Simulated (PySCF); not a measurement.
# Reading the logs of faulty runs: Al2BFH3

Calculated results; nothing here was measured. They come from PySCF 2.14.0, an open-source quantum chemistry program, on an isolated molecule that a program drew, which may never have been made. The molecule is Al2BFH3 (charge 0, doublet), drawn as the SMILES string `F[B][AlH][AlH2]`.

Each row is a Hartree-Fock (HF) and frozen-core CCSD(T) single point in the cc-pV(D+d)Z basis, meant for a local HF minimum. Run 1 is clean. Each other run has one planted mistake out of seven kinds, and not every kind appears here: one electron removed, one electron added, multiplicity raised by two, geometry at a saddle point, minimal basis STO-3G, one bond length entered in bohr, all coordinates scaled. The reference is restricted for singlets and unrestricted otherwise, and also for a bond in bohr. Adding or removing an electron swaps singlet and doublet. Electrons count all cores. HOMO and LUMO are orbital energies over both spins, the gradient is its largest component, and the lowest frequency (negative if imaginary) is given only where the gradient is small. Bond lengths are over the 6 bonds as drawn. T1 is the CCSD diagnostic: over 0.02 (restricted) or 0.045 (unrestricted) a single reference is doubtful.

Geometry of the clean run:
```xyz
7
Al2BFH3, angstrom
F    -4.2093    0.2216   -2.3249
B    -3.8797    0.0615   -1.0962
Al   -3.2870   -0.2307    0.8468
Al   -1.0159   -1.4610    1.1067
H    -4.3320    0.3524    1.8827
H    -0.2091   -1.9208   -0.1827
H    -0.3611   -1.7939    2.5134
```

| run | electrons | basis functions | <S^2> | HOMO (eV) | LUMO (eV) | gradient (hartree/bohr) | lowest frequency (cm^-1) | mean bond (Å) | longest bond (Å) | T1 | HF (hartree) | CCSD(T) (hartree) | mistake |
|---|---|---|---|---|---|---|---|---|---|---|---|---|---|
| 1 | 43 | 89 | 0.759 | -7.26 | 0.06 | 1.4e-05 | 65 | 1.7815 | 2.596 | 0.0238 | -609.68037 | -610.11280 | no fault |
| 2 | 43 | 89 | 0.759 | -7.26 | 0.11 | 2.7e-02 | - | 1.7441 | 2.541 | 0.0232 | -609.67781 | -610.10978 | all coordinates scaled |
| 3 | 43 | 89 | 3.767 | -6.07 | -1.48 | 2.8e-02 | - | 1.7815 | 2.596 | 0.0257 | -609.58339 | -609.99876 | multiplicity raised by two |
| 4 | 43 | 89 | 1.589 | -8.24 | -0.38 | 2.7e-02 | - | 1.9716 | 2.596 | 0.0753 | -609.49050 | -609.90736 | one bond length entered in bohr |
| 5 | 43 | 31 | 0.763 | -3.04 | 7.48 | 6.7e-02 | - | 1.7815 | 2.596 | 0.0261 | -602.08274 | -602.23623 | ? |

**Which mistake was planted in run 5, and what did it cost?**

It has 31 basis functions where the clean run has 89, with the same electrons and geometry. So the mistake is: minimal basis STO-3G. Subtracting run 1 and multiplying by 627.51 kcal/mol a hartree, the energy moved by 4767.6 kcal/mol in HF and 4942.6 kcal/mol in CCSD(T).

Cautions from the logs. Run 4: T1 is over the limit, so its CCSD(T) energy is less reliable.
